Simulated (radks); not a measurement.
Spherical quantum dot in the effective-mass picture: electrons in a hard-walled sphere of radius 9.71, all in effective atomic units (hartree* = m*/eps^2 hartree, bohr* = eps/m* bohr), one dielectric constant everywhere. Calculated with a radial shooting solver with Libxc functionals: non-relativistic Kohn-Sham, LDA (Slater exchange, Perdew-Wang correlation), spin-polarised, spherical densities. Levels are named by radial order and angular momentum (1s, 1p, 1d, 2s, ...), and open shells are averaged over m.

N = 30, configuration 1s2 1p6 1d10 1f(up 7, down 5). This is the lowest configuration that the search found. Occupied and some empty levels:

level,occupation,eigenvalue (hartree*),<r> (bohr*)
1s up,1,3.6445,7.543
1s down,1,3.6507,7.537
1p up,3,3.6633,7.584
1p down,3,3.6696,7.578
1d up,5,3.7001,7.643
1d down,5,3.7064,7.639
1f up,7,3.7539,7.709
1f down,5,3.7603,7.707
1g up,0,3.8238,7.777
1g down,0,3.8303,7.775
2s up,0,3.9762,4.662
2s down,0,3.9780,4.644
2p up,0,4.0413,5.292
2p down,0,4.0438,5.280
2d up,0,4.1305,5.714
2d down,0,4.1334,5.704

Energy (hartree*): total 57.8808, kinetic 8.6645, external 0, Hartree 55.382, exchange-correlation -6.1659.

Electron density:

r (bohr*),n(r) (e/bohr*^3)
0.308,6.425e-06
0.790,8.550e-06
1.27,0.00001370
1.75,0.00002462
2.23,0.00004722
2.72,0.00009314
3.20,0.0001843
3.68,0.0003612
4.16,0.0006918
4.64,0.001288
5.12,0.002311
5.61,0.003958
6.09,0.006420
6.57,0.009703
7.05,0.01335
7.53,0.01617
8.02,0.01631
8.50,0.01245
8.98,0.005866
9.46,0.0007635
